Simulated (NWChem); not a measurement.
Everything below was run with NWChem. System: HCl3Si, charge 0, spin multiplicity 1, at a geometry optimised with PBE/def2-SVP. The structure started from a generated list of species. Level: RHF/def2-TZVP.

Job file:

```
start mol
memory heap 200 mb stack 900 mb global 1100 mb
geometry units angstroms nocenter noautoz
  Si     0.032625     0.509082     0.000000
  Cl    -0.980763    -0.116756     1.682329
  Cl    -0.980763    -0.116756    -1.682329
  Cl     1.927133    -0.303142     0.000000
  H      0.127922     1.995960     0.000000
  symmetry group Cs
end
basis spherical
  * library def2-tzvp
end
scf
  rhf
  nopen 0
  maxiter 100
  thresh 1e-7
  semidirect memsize 60000000 filesize 0
end
task scf energy
```

Output (cleaned and shortened):

```
             Northwest Computational Chemistry Package (NWChem) 7.3.0
             --------------------------------------------------------

                                NWChem Input Module
                                -------------------

 Scaling coordinates for geometry "geometry" by  1.889725989
 (inverse scale =  0.529177249)

 Turning off AUTOSYM since
 SYMMETRY directive was detected!

                             Geometry "geometry" -> ""
                             -------------------------

 Output coordinates in angstroms (scale by  1.889725989 to convert to a.u.)

  No.       Tag          Charge          X              Y              Z
 ---- ---------------- ---------- -------------- -------------- --------------
    1 Si                  14.0000     0.03262500     0.50908200     0.00000000
    2 Cl                  17.0000    -0.98076300    -0.11675600     1.68232900
    3 Cl                  17.0000    -0.98076300    -0.11675600    -1.68232900
    4 Cl                  17.0000     1.92713300    -0.30314200     0.00000000
    5 H                    1.0000     0.12792200     1.99596000     0.00000000

 Effective nuclear repulsion energy (a.u.)     333.8749137204

            Nuclear Dipole moment (a.u.)
            ----------------------------
        X                 Y               Z
 ---------------- ---------------- ----------------
    -0.0000170075    -0.0000188973     0.0000000000

      Symmetry information
      --------------------

 Group name             Cs
 Group number              2
 Group order               2
 No. of unique centers     4

      Symmetry unique atoms

     1    2    4    5


 Summary of "ao basis" -> "" (spherical)
 ------------------------------------------------------------------------------
       Tag                 Description            Shells   Functions and Types
 ---------------- ------------------------------  ------  ---------------------
 *                         def2-tzvp                  on all atoms

 Summary of "ao basis" -> "ao basis" (spherical)
 ------------------------------------------------------------------------------
[...]
    55     -0.185393  2 Cl px                92      0.185393  3 Cl px
    54     -0.164465  2 Cl pz                91     -0.164465  3 Cl pz

 Vector   34  Occ=0.000000D+00  E= 1.281700D-01  Symmetry=a'
              MO Center=  1.6D-02,  2.5D-01, -7.9D-14, r^2= 5.5D+00
   Bfn.  Coefficient  Atom+Function         Bfn.  Coefficient  Atom+Function
  ----- ------------  ---------------      ----- ------------  ---------------
     5      1.513039  1 Si s                151     -0.656728  5 H  s
     4      0.636656  1 Si s                129      0.472063  4 Cl px
    42     -0.440586  2 Cl s                 79     -0.440586  3 Cl s
   116     -0.440541  4 Cl s                 57      0.412471  2 Cl pz
    94     -0.412471  3 Cl pz                 3     -0.332088  1 Si s

 Vector   35  Occ=0.000000D+00  E= 1.336488D-01  Symmetry=a'
              MO Center= -3.8D-02,  7.6D-01,  4.2D-11, r^2= 5.3D+00
   Bfn.  Coefficient  Atom+Function         Bfn.  Coefficient  Atom+Function
  ----- ------------  ---------------      ----- ------------  ---------------
    18      1.347428  1 Si px               116     -0.742270  4 Cl s
    42      0.371108  2 Cl s                 79      0.371108  3 Cl s
    15      0.308344  1 Si px               129      0.295920  4 Cl px
    57     -0.286774  2 Cl pz                94      0.286774  3 Cl pz
   130     -0.267254  4 Cl py                55     -0.176056  2 Cl px

 Vector   36  Occ=0.000000D+00  E= 1.336501D-01  Symmetry=a"
              MO Center=  1.3D-01,  7.5D-01, -4.2D-11, r^2= 5.3D+00
   Bfn.  Coefficient  Atom+Function         Bfn.  Coefficient  Atom+Function
  ----- ------------  ---------------      ----- ------------  ---------------
    20      1.350208  1 Si pz                42     -0.642821  2 Cl s
    79      0.642821  3 Cl s                131     -0.349925  4 Cl pz
    17      0.308976  1 Si pz                55     -0.299929  2 Cl px
    92      0.299929  3 Cl px                56     -0.195797  2 Cl py
    93      0.195797  3 Cl py

 center of mass
 --------------
 x =  -0.00227252 y =  -0.03545468 z =   0.00000000

 moments of inertia (a.u.)
 ------------------
         761.798067083840          41.785361355411           0.000000000000
          41.785361355411        1411.025649640370           0.000000000000
           0.000000000000           0.000000000000         759.111940275998

  Mulliken analysis of the total density
  --------------------------------------

    Atom       Charge   Shell Charges
 -----------   ------   -------------------------------------------------------
    1 Si  14    13.19   2.00  0.58  1.39  0.82  0.15  4.12  1.73  0.49  1.12  0.11  0.22  0.37  0.09
    2 Cl  17    17.27   2.01  0.45  1.52  1.08  0.86  4.18  1.69  1.07  2.90  1.47  0.01  0.03  0.00
    3 Cl  17    17.27   2.01  0.45  1.52  1.08  0.86  4.18  1.69  1.07  2.90  1.47  0.01  0.03  0.00
    4 Cl  17    17.27   2.01  0.45  1.52  1.08  0.86  4.18  1.69  1.07  2.90  1.47  0.01  0.03  0.00
    5 H    1     1.00   0.24  0.55  0.20  0.01

       Multipole analysis of the density wrt the origin
       ------------------------------------------------

     L   x y z        total         open         nuclear
     -   - - -        -----         ----         -------
     0   0 0 0      0.000000      0.000000     66.000000

     1   1 0 0      0.026385      0.000000     -0.000017
     1   0 1 0      0.411829      0.000000     -0.000019
     1   0 0 1      0.000000      0.000000      0.000000

     2   2 0 0    -39.214403      0.000000    342.361645
     2   1 1 0      0.127729      0.000000    -19.819853
     2   1 0 1     -0.000000      0.000000      0.000000
     2   0 2 0    -37.229746      0.000000     34.417425
     2   0 1 1     -0.000000      0.000000      0.000000
     2   0 0 2    -39.222567      0.000000    343.635839

 Task  times  cpu:        5.7s     wall:        5.7s

 Total times  cpu:        5.7s     wall:        5.7s
```
